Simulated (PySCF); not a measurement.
## Molecular orbitals of InS⁻

PBE0 at R = 2.354 Å; basis In def2-SVPD with ECP28, S def2-SVPD; scalar-relativistic core potentials; PySCF 2.14. State: ¹Σ⁺ (singlet), closed shell. Only the outer orbitals are listed, counted within each symmetry, core potentials removing the inner ones.

```csv
orbital,occ.,ε (eV),on In (%),main shells (%)
7σ,2,-11.85,9,90 S s
8σ,2,-4.49,64,"62 In s, 30 S p"
4π,2,-1.17,11,"89 S p, 10 In p"
4π,2,-1.17,11,"89 S p, 10 In p"
9σ,2,-0.93,56,"44 S p, 28 In p, 27 In s"
5π,0,3.18,88,"76 In p, 12 In d, 10 S p"
5π,0,3.18,88,"76 In p, 12 In d, 10 S p"
```

Which are the highest filled and the lowest empty level, where do they sit, and how wide is the gap?

Highest filled 9σ at -0.93 eV (in %: 44 S p, 28 In p, 27 In s); lowest empty 5π at 3.18 eV (in %: 76 In p, 12 In d, 10 S p); the gap at PBE0 is 4.11 eV. An empty level above zero is unbound, and its energy depends on the basis.

The bond order (Mayer) is 1.52. The ⟨S²⟩ is 0.000 and the charge on In (Mulliken, basis-dependent) is 0.10. The charge on In (Löwdin, basis-dependent) is -0.16. The dipole moment (positive dipole points towards S; it is taken about the centre of mass and depends on that origin) is -5.33 D, the polarisability along the bond is 157.2 bohr³ and the polarisability across the bond is 92.1 bohr³.

Spin–orbit coupling is left out.
